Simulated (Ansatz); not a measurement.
Zr(H)3(SH) (H₄SZr), SMILES [SH][ZrH3], multiplicity 1.

Coordinates come from a PBE0-D3(BJ)/def2-TZVP optimisation. The spin state was assumed, not searched. The def2 effective core potentials stand for the cores of Zr; spin–orbit coupling is left out.

Two levels are set side by side: PBE/def2-TZVPD (Ansatz, a quantum-chemistry and plane-wave program) and PBE0/def2-TZVPD (Ansatz). Energy differences of separate SCF runs at the same geometry; the states with an electron removed or added have multiplicity 2 and 2. Differences are taken from unrounded values.

```tsv
quantity	PBE0
vertical ionisation energy (eV)	10.13
vertical electron affinity (eV)	0.75
vertical singlet–triplet gap (eV)	3.66
```

Question: What does PBE give, and how far is it from PBE0? (Estimate from the structure and the level; the computed values follow.)

Answer: 
```json
[
 {"quantity": "vertical ionisation energy (eV)", "PBE": "9.79", "PBE minus PBE0": "-0.34"},
 {"quantity": "vertical electron affinity (eV)", "PBE": "0.66", "PBE minus PBE0": "-0.08"},
 {"quantity": "vertical singlet–triplet gap (eV)", "PBE": "3.41", "PBE minus PBE0": "-0.25"}
]
```
